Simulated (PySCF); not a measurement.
Si(Cl)(NCO)(OH)2 (CH2ClNO3Si), SMILES O[Si](Cl)(O)N=C=O. Atoms are numbered in the order given.

```xyz
9

O      2.7746    -1.3432    -1.5286
C      1.7753    -0.8087    -1.2018
N      0.7332    -0.2560    -0.9171
Si    -0.5263     0.4464     0.0264
O     -1.9368     0.4031    -0.8424
O     -0.2205     2.0184     0.4274
Cl    -0.6289    -0.6169     1.7864
H     -2.0996    -0.4120    -1.3481
H     -0.5635     2.6683    -0.2113
```

Coordinates come from a PBE-D3(BJ)/def2-SVP optimisation. This is a generated structure with no PubChem entry under its InChIKey; it may be hypothetical. The values are those of a single conformer.

Method: PBE0/pcSseg-1 (PySCF).

GIAO shieldings, no solvent; atoms listed in one row are averaged. δ = σ(ref) − σ: ¹⁷O against H2O (σ = 334.2 ppm); ¹³C against TMS (σ = 186.3 ppm); ¹⁵N against NH3 (σ = 267.4 ppm); ²⁹Si against TMS (σ = 352.7 ppm); ³⁵Cl against HCl (σ = 945.9 ppm); ¹H against TMS (σ = 31.56 ppm), references at their B3LYP-D3(BJ)/def2-TZVP geometries, non-relativistic (without spin–orbit terms, shifts of atoms bonded to Cl or Br come out too high).

Computed chemical shifts:
| nucleus | atoms | count | δ (ppm) |
|---|---|---|---|
| ¹⁷O | O1 | 1 | 158.6 |
| ¹⁷O | O5 | 1 | 77.2 |
| ¹⁷O | O6 | 1 | 67.3 |
| ¹³C | C2 | 1 | 130.8 |
| ¹⁵N | N3 | 1 | 63.5 |
| ²⁹Si | Si4 | 1 | -59.3 |
| ³⁵Cl | Cl7 | 1 | 80.9 |
| ¹H | H9 | 1 | 2.98 |
| ¹H | H8 | 1 | 2.76 |
